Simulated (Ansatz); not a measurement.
Molecule: GaCl2, charge 1, multiplicity 1. SMILES of the parent species: [Ga]([Cl])[Cl]
Coordinates optimised at B3LYP-D3(BJ)/def2-TZVP (Ansatz, an electronic-structure program):
```xyz
3

Ga     0.0000     0.0000     0.0000
Cl     0.0000     0.0000     2.0381
Cl     0.0000     0.0000    -2.0381
```
Charge +1, spin multiplicity 1.

Problem. Give the harmonic wavenumbers at B3LYP-D3(BJ)/def2-TZVP (Ansatz, finite differences of forces, unscaled).

Solution. 109, 109, 408, 591 cm⁻¹. Zero-point energy 1.7 kcal/mol.

Problem. From these and the geometry, give the ideal-gas thermochemistry at 298.15 K and 1 atm (rigid rotor, harmonic oscillator).

Solution. Point group D∞h, rotational symmetry number 2. Rotational constants 1.716, 1.716 GHz. S(trans) 40.73, S(rot) 16.89, S(vib) 7.96, S(elec, spin only) 0.00, S 65.6 cal/(mol K). H(298) - H(0) 3.27 kcal/mol; G - E(el) -14.5 kcal/mol.
